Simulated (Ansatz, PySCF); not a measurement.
Reaction R1 → P1 + P2, each structure at its B3LYP-D3(BJ)/def2-TZVP stationary point, reached from a drawn start (curvature not checked).
R1: CH4 (SMILES C), charge 0, multiplicity 1.
P1, CH3 (SMILES [CH3]) (charge 0, multiplicity 2, Z-matrix in Å and degrees):
```
C
H 1 1.0789
H 1 1.0789 2 120.00
H 1 1.0789 2 120.00 3 -180.00
```
P2: H atom, charge 0, multiplicity 2.

P less R. No zero-point or thermal terms; singlets are restricted closed shells; open shells are unrestricted.

Cores are frozen in the correlated methods. CBS(a, b) extrapolates the correlation energy as X⁻³ and adds the Hartree–Fock energy of set b.

Run with Ansatz (a quantum-chemistry and plane-wave program); PySCF for M06-2X. All values are computed, each at the level named.

The comparison value is 471.1 kJ/mol (CCSD(T)/CBS(cc-pVTZ, cc-pVQZ)). It is a level with limits of its own, not the exact answer.

Task: Order these levels by how close they come to the comparison value for the reaction energy, closest first: HF/cc-pVDZ, PBE/def2-TZVPP, BLYP/def2-TZVPP, M06-2X/def2-TZVPP, revPBE/def2-TZVPP. Give each level's value less the comparison value.

Result: M06-2X/def2-TZVPP (-2.1 kJ/mol), PBE/def2-TZVPP (-9.8 kJ/mol), BLYP/def2-TZVPP (-10.5 kJ/mol), revPBE/def2-TZVPP (-19.3 kJ/mol), HF/cc-pVDZ (-115.0 kJ/mol)
